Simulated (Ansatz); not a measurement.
Program: Ansatz. Geometries: PBE0-D4/def2-TZVP. ΔE: electronic, gas phase. CCSD(T)/CBS is the MP2 limit (def2-TZVPP, def2-QZVPP) plus CCSD(T) − MP2 in def2-TZVPP, frozen cores. DFT in def2-TZVPP. B3LYP here is the variant with VWN-RPA as its local correlation; programs differ in this. HSE06 is defined as in plane-wave codes. For Ga, Se outer-core shells are correlated without core-valence functions, which leaves a few kJ/mol of doubt a bond. Scalar relativity is left out up to krypton. One conformer a species, not always the lowest.

Reaction (cleavage of the P–Si bond): `P[SiH2][GaH2]` + `[SeH][SiH2][SeH]` → `P[Se][SiH2][SeH]` + `[SiH3][GaH2]`

`P[SiH2][GaH2]`:

Cartesian coordinates in Å:
```
P 0.221 1.567 1.268
Si -0.751 -0.180 0.203
Ga 0.553 -0.691 -1.762
H 1.375 0.824 1.636
H -0.431 1.345 2.511
H -2.141 0.240 -0.126
H -0.845 -1.388 1.076
H 2.083 -1.026 -1.598
H -0.064 -0.692 -3.208
```

`[SeH][SiH2][SeH]`:

Cartesian coordinates in Å:
```
Se -1.048 0.194 -1.681
Si -0.379 -0.370 0.418
Se 1.675 0.418 0.990
H -0.862 1.630 -1.436
H -1.268 0.185 1.466
H -0.440 -1.851 0.415
H 2.322 -0.207 -0.172
```

`P[Se][SiH2][SeH]`:

Z-matrix (Å, degrees):
```
Si
Se 1 2.278
Se 1 2.272 2 108.9
H 1 1.483 2 109.0 3 -122.7
H 1 1.483 2 112.0 3 115.3
P 2 2.272 1 92.9 3 170.5
H 3 1.469 1 92.7 2 -64.4
H 6 1.419 2 96.6 1 131.9
H 6 1.419 2 96.6 1 -133.9
```

`[SiH3][GaH2]`:

```xyz
7

Si    0.614   -0.117    0.825
Ga   -0.791    0.176   -1.116
H     0.560    1.069    1.725
H     2.040   -0.369    0.477
H     0.125   -1.291    1.605
H    -2.217    0.826   -0.971
H    -0.331   -0.293   -2.545
```

```csv
level,ΔE (kJ/mol),difference from CCSD(T)/CBS
PBE-D4,6.6,1.9
BLYP-D4,0.5,-4.2
B97M-V,10.2,5.5
r2SCAN0-D4,7.0,2.3
ωB97M-V,3.5,-1.2
B2PLYP,3.0,-1.7
B3LYP,3.2,-1.5
r2SCANh,7.5,2.8
HSE06,7.7,3.0
BHLYP,2.7,-2.0
MP2/def2-SVP,10.5,5.8
HF/def2-TZVPP,0.7,-4.0
MP2/def2-TZVPP,3.0,-1.7
SCS-MP2/def2-TZVPP,1.3,-3.4
MP2/def2-QZVPP,1.8,-2.9
MP2/CBS(def2),1.2,-3.5
CCSD(T)/CBS,4.7,0
```

Largest T1 diagnostic among the species: 0.014.

Leaving LDA and LC-ωPBE aside and taking each functional with its dispersion term where it has one, the values spread over 9.7 kJ/mol, from BLYP-D4 to B97M-V. At CCSD(T), def2-SVP lies +7.3 kJ/mol from the extrapolated value and def2-TZVPP +1.8 kJ/mol.
